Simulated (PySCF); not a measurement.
CH5F3Si2, SMILES F[SiH2]C(F)(F)[SiH3].

Coordinates come from a PBE-D3(BJ)/def2-SVP optimisation. This is a generated structure with no PubChem entry under its InChIKey; it may be hypothetical. Other conformers were not sampled.

Method: PySCF 2.14.0 with PBE-D3(BJ)/def2-SVP.

Frequencies are harmonic and unscaled.

Computed vibrational spectrum:
```json
[
 {"mode": "1", "ν (cm⁻¹)": "49", "IR (km/mol)": "1.1", "moving atoms (share of kinetic energy)": "F 58 %, Si 23 %, H 17 %"},
 {"mode": "2", "ν (cm⁻¹)": "98", "IR (km/mol)": "0.9", "moving atoms (share of kinetic energy)": "F 61 %, Si 24 %, H 9 %"},
 {"mode": "3", "ν (cm⁻¹)": "127", "IR (km/mol)": "0.0", "moving atoms (share of kinetic energy)": "H 91 %"},
 {"mode": "4", "ν (cm⁻¹)": "185", "IR (km/mol)": "1.5", "moving atoms (share of kinetic energy)": "F 62 %, Si 28 %, H 10 %"},
 {"mode": "5", "ν (cm⁻¹)": "190", "IR (km/mol)": "0.0", "moving atoms (share of kinetic energy)": "F 76 %, H 12 %, Si 11 %"},
 {"mode": "6", "ν (cm⁻¹)": "212", "IR (km/mol)": "1.6", "moving atoms (share of kinetic energy)": "F 47 %, H 30 %, C 18 %"},
 {"mode": "7", "ν (cm⁻¹)": "326", "IR (km/mol)": "19.3", "moving atoms (share of kinetic energy)": "Si 56 %, F 33 %, H 9 %"},
 {"mode": "8", "ν (cm⁻¹)": "385", "IR (km/mol)": "19.5", "moving atoms (share of kinetic energy)": "F 48 %, Si 46 %"},
 {"mode": "9", "ν (cm⁻¹)": "515", "IR (km/mol)": "6.8", "moving atoms (share of kinetic energy)": "H 54 %, F 24 %, Si 16 %"},
 {"mode": "10", "ν (cm⁻¹)": "570", "IR (km/mol)": "3.5", "moving atoms (share of kinetic energy)": "H 78 %, Si 18 %"},
 {"mode": "11", "ν (cm⁻¹)": "602", "IR (km/mol)": "27.5", "moving atoms (share of kinetic energy)": "F 50 %, H 22 %, Si 14 %, C 14 %"},
 {"mode": "12", "ν (cm⁻¹)": "631", "IR (km/mol)": "97.9", "moving atoms (share of kinetic energy)": "H 66 %, Si 17 %, F 15 %"},
 {"mode": "13", "ν (cm⁻¹)": "711", "IR (km/mol)": "4.1", "moving atoms (share of kinetic energy)": "H 91 %"},
 {"mode": "14", "ν (cm⁻¹)": "812", "IR (km/mol)": "164.1", "moving atoms (share of kinetic energy)": "H 66 %, C 27 %"},
 {"mode": "15", "ν (cm⁻¹)": "843", "IR (km/mol)": "84.2", "moving atoms (share of kinetic energy)": "F 45 %, H 32 %, Si 17 %"},
 {"mode": "16", "ν (cm⁻¹)": "875", "IR (km/mol)": "30.6", "moving atoms (share of kinetic energy)": "H 68 %, Si 15 %, C 13 %"},
 {"mode": "17", "ν (cm⁻¹)": "893", "IR (km/mol)": "13.1", "moving atoms (share of kinetic energy)": "H 93 %"},
 {"mode": "18", "ν (cm⁻¹)": "907", "IR (km/mol)": "37.5", "moving atoms (share of kinetic energy)": "H 81 %, C 9 %"},
 {"mode": "19", "ν (cm⁻¹)": "908", "IR (km/mol)": "116.0", "moving atoms (share of kinetic energy)": "H 93 %"},
 {"mode": "20", "ν (cm⁻¹)": "959", "IR (km/mol)": "153.1", "moving atoms (share of kinetic energy)": "H 39 %, C 28 %, Si 25 %, F 8 %"},
 {"mode": "21", "ν (cm⁻¹)": "988", "IR (km/mol)": "94.6", "moving atoms (share of kinetic energy)": "C 64 %, F 30 %"},
 {"mode": "22", "ν (cm⁻¹)": "1074", "IR (km/mol)": "72.8", "moving atoms (share of kinetic energy)": "C 68 %, F 27 %"},
 {"mode": "23", "ν (cm⁻¹)": "2175", "IR (km/mol)": "27.1", "moving atoms (share of kinetic energy)": "H 99 %"},
 {"mode": "24", "ν (cm⁻¹)": "2190", "IR (km/mol)": "43.7", "moving atoms (share of kinetic energy)": "H 96 %"},
 {"mode": "25", "ν (cm⁻¹)": "2191", "IR (km/mol)": "65.1", "moving atoms (share of kinetic energy)": "H 98 %"},
 {"mode": "26", "ν (cm⁻¹)": "2204", "IR (km/mol)": "71.1", "moving atoms (share of kinetic energy)": "H 96 %"},
 {"mode": "27", "ν (cm⁻¹)": "2207", "IR (km/mol)": "139.1", "moving atoms (share of kinetic energy)": "H 95 %"}
]
```
